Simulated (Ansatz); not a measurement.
Cost and result for the atomization energy of `[F][SnH]1[NH]P[O]1` (8 atoms, 8 bonds).

Total charge 0; spin multiplicity 1. Correlated methods include outer-core shells of Sn, which these sets cover unevenly. Sn takes the def2 core potential. The geometry is a stationary point of PBE0-D4/def2-TZVP. Program: Ansatz. All runs use 4 threads of a server CPU on a shared host. Times are those of one run each, without the atoms' runs, and a repeat can differ threefold. Electronic energies, without spin–orbit coupling; frozen cores. CCSD(T)/CBS adds CCSD(T) − MP2 in def2-TZVPP to the MP2 limit, and its time is that of the two runs behind it. T1 = 0.016. With those shells the extrapolation isn't a true limit.

CCSD(T)/CBS is a level of theory with its own doubt, some kJ/mol a heavy atom from the limit and from the frozen cores, so smaller differences don't rank the functionals.

```tsv
level	functions	wall time
LDA (SPW92)/def2-TZVPP	227	1.9 s
revPBE-D4/def2-TZVPP	227	2.7 s
BLYP-D4/def2-TZVPP	227	3.2 s
r2SCAN-D4/def2-TZVPP (with forces)	227	6.5 s
B2PLYP/def2-TZVPP	227	8 s
PBE-QIDH/def2-TZVPP	227	8 s
CCSD(T)/def2-SVP	101	8.5 s
ωB97X-V/def2-TZVPP	227	10 s
B97M-V/def2-TZVPP	227	11 s
ωB97M-V/def2-TZVPP (with forces)	227	14 s
MP2/def2-QZVPP	413	24 s
CCSD(T)/def2-TZVPP	227	3.9 min
CCSD(T)/CBS(def2)	–	4.3 min
```

(1) What atomization energy does each give, and how far from CCSD(T)/CBS? (Best estimate.)

Answers

(1) Computed: 
```tsv
level	atomization (kJ/mol)	difference from CCSD(T)/CBS	per bond
LDA (SPW92)/def2-TZVPP	3027.0	476.4	59.5
revPBE-D4/def2-TZVPP	2505.7	-44.9	-5.6
BLYP-D4/def2-TZVPP	2550.3	-0.3	0.0
r2SCAN-D4/def2-TZVPP (with forces)	2512.1	-38.5	-4.8
B2PLYP/def2-TZVPP	2478.8	-71.8	-9.0
PBE-QIDH/def2-TZVPP	2458.1	-92.5	-11.6
CCSD(T)/def2-SVP	2192.3	-358.3	-44.8
ωB97X-V/def2-TZVPP	2564.8	14.2	1.8
B97M-V/def2-TZVPP	2557.7	7.1	0.9
ωB97M-V/def2-TZVPP (with forces)	2540.9	-9.7	-1.2
MP2/def2-QZVPP	2566.2	15.6	1.9
CCSD(T)/def2-TZVPP	2420.6	-130.0	-16.2
CCSD(T)/CBS(def2)	2550.6	0.0	0.0
```

From BLYP to BHLYP (50 % exact exchange), in def2-TZVPP and without D4, the atomization energy moves by −160.5 kJ/mol: exact exchange takes away binding that semilocal exchange gives to molecules. In def2-TZVPP, CCSD(T) changes the Hartree–Fock value by +931.5 kJ/mol (the triples alone add +70.3 kJ/mol) and MP2 by +997.0 kJ/mol; breaking electron pairs costs correlation energy, which Hartree–Fock lacks. At CCSD(T), def2-SVP lies −358.3 kJ/mol from the extrapolated value and def2-TZVPP −130.1 kJ/mol: correlation converges slowly with the basis, and small sets miss more of it in the bonded molecule than in its fragments.

Spin–orbit coupling would lower the free Sn atoms strongly, and the atomization energy with them, by more than many differences here. For some Ge, Se and Sn compounds the MP2-based and the directly extrapolated limit differ by 10 to 25 kJ/mol.
